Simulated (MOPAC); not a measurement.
MOPAC input (PM6):

```
PM6 PRECISE GNORM=0.05 LET XYZ CHARGE=-1 GEO-OK AUX(PRECISION=9) THREADS=1
C4H2FS

F     2.12166500 1   -0.06449600 1    0.02732100 1
C     0.77091700 1    0.15520100 1   -0.02866000 1
C     0.16827600 1    1.34442500 1   -0.28934800 1
C    -1.28015400 1    1.31667000 1   -0.29249300 1
C    -1.67766500 1    0.05204700 1   -0.02183000 1
S    -0.31812800 1   -1.15459300 1    0.24739700 1
H     0.77047500 1    2.22992000 1   -0.47682400 1
H    -2.66364800 1   -0.38603200 1    0.06657700 1
```

From the output:

```
                                                       MOPAC v23.2.5 Linux

          FINAL HEAT OF FORMATION =         -5.27639 KCAL/MOL =     -22.07643 KJ/MOL

          COSMO AREA              =        121.04 SQUARE ANGSTROMS
          COSMO VOLUME            =        110.96 CUBIC ANGSTROMS

          GRADIENT NORM           =          0.03627          =       0.01282 PER ATOM
          IONIZATION POTENTIAL    =          2.966290 EV
          HOMO LUMO ENERGIES (EV) =         -2.966  5.051
          NO. OF FILLED LEVELS    =         16
          MOLECULAR WEIGHT        =        101.1182         POINT GROUP:  Cs

          MOLECULAR DIMENSIONS (Angstroms)

            Atom       Atom       Distance
            H     8    F     1     4.83427
            H     7    S     6     3.47729
            F     1    H     7     0.00000

          SCF CALCULATIONS        =         25

   ATOM   CHEMICAL          X               Y               Z
  NUMBER   SYMBOL      (ANGSTROMS)     (ANGSTROMS)     (ANGSTROMS)

     1       F          2.09742663  *  -0.07869231  *   0.03023474  *
     2       C          0.79604195  *   0.16529829  *  -0.03068251  *
     3       C          0.21349758  *   1.36412691  *  -0.29331844  *
     4       C         -1.20820702  *   1.25585441  *  -0.27890240  *
     5       C         -1.78525770  *   0.09760307  *  -0.03234941  *
     6       S         -0.30030976  *  -1.17034003  *   0.25091076  *
     7       H          0.72113047  *   2.29038311  *  -0.49019613  *
     8       H         -2.72935363  *  -0.34624059  *   0.05756764  *

                             CARTESIAN COORDINATES

   1    F        2.097426627    -0.078692309     0.030234741
   2    C        0.796041953     0.165298290    -0.030682512
   3    C        0.213497584     1.364126910    -0.293318438
   4    C       -1.208207015     1.255854413    -0.278902402
   5    C       -1.785257696     0.097603071    -0.032349409
   6    S       -0.300309764    -1.170340026     0.250910763
   7    H        0.721130472     2.290383111    -0.490196135
   8    H       -2.729353633    -0.346240588     0.057567641

           Empirical Formula: C4 H2 F S  =     8 atoms

      MOLECULAR POINT GROUP   :   Cs

                  EIGENVALUES
 -37.47319 -26.11486 -21.17733 -19.12482 -15.46048 -13.60334 -12.67361 -12.33788
 -11.59931  -8.57111  -7.93171  -7.41708  -6.64987  -4.28781  -4.12487  -2.96629
   5.05107   5.13282   5.89991   7.06837   7.09339   7.49131   7.58121   7.69026
   8.03877   8.10099   9.67338  10.46133  10.54243  11.25584  12.15384

              NET ATOMIC CHARGES AND DIPOLE CONTRIBUTIONS

  ATOM NO.   TYPE          CHARGE      No. of ELECS.   s-Pop       p-Pop       d-Pop
    1          F          -0.197342        7.1973     1.96617     5.23117
    2          C           0.136896        3.8631     1.13619     2.72692
    3          C          -0.219461        4.2195     1.10486     3.11460
    4          C          -0.369727        4.3697     1.26157     3.10816
    5          C          -0.108939        4.1089     1.16316     2.94578
    6          S          -0.488401        6.4884     1.94523     4.45366     0.08951
    7          H           0.133074        0.8669     0.86693
    8          H           0.113900        0.8861     0.88610
 DIPOLE           X         Y         Z       TOTAL
 POINT-CHG.     1.270     0.369    -0.072     1.324
 HYBRID         0.985    -1.031     0.229     1.444
 SUM            2.255    -0.663     0.157     2.355

          ATOMIC ORBITAL ELECTRON POPULATIONS

     Atom    s        px        py        pz      x^2-y^2     xz        z^2       yz        xy
    1  F   1.96617   1.30241   1.95845   1.97031
    2  C   1.13619   0.74580   0.94791   1.03320
    3  C   1.10486   1.02904   1.00626   1.07931
    4  C   1.26157   1.04167   1.22553   0.84096
    5  C   1.16316   0.91884   0.85645   1.17049
    6  S   1.94523   1.27461   1.32278   1.85628   0.00620   0.01523   0.01274   0.00609   0.04925
    7  H   0.86693
    8  H   0.88610

 **********************
 *                    *
 * JOB ENDED NORMALLY *
 *                    *
 **********************

 == MOPAC DONE ==
```

The dipole moment of an ion depends on the origin.

The geometry given is a B3LYP-D3(BJ)/def2-TZVP minimum.
